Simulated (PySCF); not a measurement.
## Electron correlation in Ta⁺ (tantalum, charge +1)

[Xe] 4f14 5d2 6s2, high-spin 3F determinant (an excited configuration). Calculation: PySCF 2.14, in x2c-TZVPPall; scalar relativity by spin-free X2C-1e. Frozen: [Xe] 4f14; 4 electrons correlated.

```csv
level,correlation energy (mhartree)
CCSD,-61.73
(T),-3.32
CCSD(T),-65.05
```

Diagnostics: T1 = 0.014, D1 = 0.0333, largest double amplitude 0.091.

Spin-orbit coupling, absent here, splits the open shell strongly.

Cost of the coupled-cluster step: of the order of 6 core-seconds, for 4 correlated electrons.

Iterations:

```
CC2 = 0
CCSD nocc = (np.int64(3), np.int64(1)), nmo = (63, 63)
frozen orbitals [[0, 1, 2, 3, 4, 5, 6, 7, 8, 9, 10, 11, 12, 13, 14, 15, 16, 17, 18, 19, 20, 21, 22, 23, 24, 25, 26, 27, 28, 29, 30, 31, 32, 33], [0, 1, 2, 3, 4, 5, 6, 7, 8, 9, 10, 11, 12, 13, 14, 15, 16, 17, 18, 19, 20, 21, 22, 23, 24, 25, 26, 27, 28, 29, 30, 31, 32, 33]]
max_cycle = 100
direct = 0
conv_tol = 1e-08
conv_tol_normt = 1e-06
diis_space = 8
diis_start_cycle = 0
Init t2, MP2 energy = -0.0484989763212105
Init E_corr(UCCSD) = -0.0484989763215203
cycle = 1  E_corr(UCCSD) = -0.0557649397467543  dE = -0.00726596343  norm(t1,t2) = 0.0545418
cycle = 2  E_corr(UCCSD) = -0.0582186159637031  dE = -0.00245367622  norm(t1,t2) = 0.0293392
cycle = 3  E_corr(UCCSD) = -0.0607222555394994  dE = -0.00250363958  norm(t1,t2) = 0.0199427
cycle = 4  E_corr(UCCSD) = -0.0614007547536645  dE = -0.000678499214  norm(t1,t2) = 0.0107157
cycle = 5  E_corr(UCCSD) = -0.061704792162455  dE = -0.000304037409  norm(t1,t2) = 0.00380385
cycle = 6  E_corr(UCCSD) = -0.0616856790068128  dE = 1.91131556e-05  norm(t1,t2) = 0.00157537
cycle = 7  E_corr(UCCSD) = -0.0617335195631709  dE = -4.78405564e-05  norm(t1,t2) = 0.000692827
cycle = 8  E_corr(UCCSD) = -0.0617319783438943  dE = 1.54121928e-06  norm(t1,t2) = 0.000228885
cycle = 9  E_corr(UCCSD) = -0.0617305233984751  dE = 1.45494542e-06  norm(t1,t2) = 5.24901e-05
cycle = 10  E_corr(UCCSD) = -0.0617319616526832  dE = -1.43825421e-06  norm(t1,t2) = 1.57397e-05
cycle = 11  E_corr(UCCSD) = -0.061731799223488  dE = 1.62429195e-07  norm(t1,t2) = 5.63831e-06
cycle = 12  E_corr(UCCSD) = -0.0617318281339976  dE = -2.89105095e-08  norm(t1,t2) = 1.42489e-06
cycle = 13  E_corr(UCCSD) = -0.0617318489104401  dE = -2.07764425e-08  norm(t1,t2) = 5.07652e-07
cycle = 14  E_corr(UCCSD) = -0.061731846240167  dE = 2.67027306e-09  norm(t1,t2) = 1.44105e-07
UCCSD converged
E(UCCSD) = -15599.80000207592  E_corr = -0.06173184624016702
UCCSD(T) correction = -0.00331599990210938
```
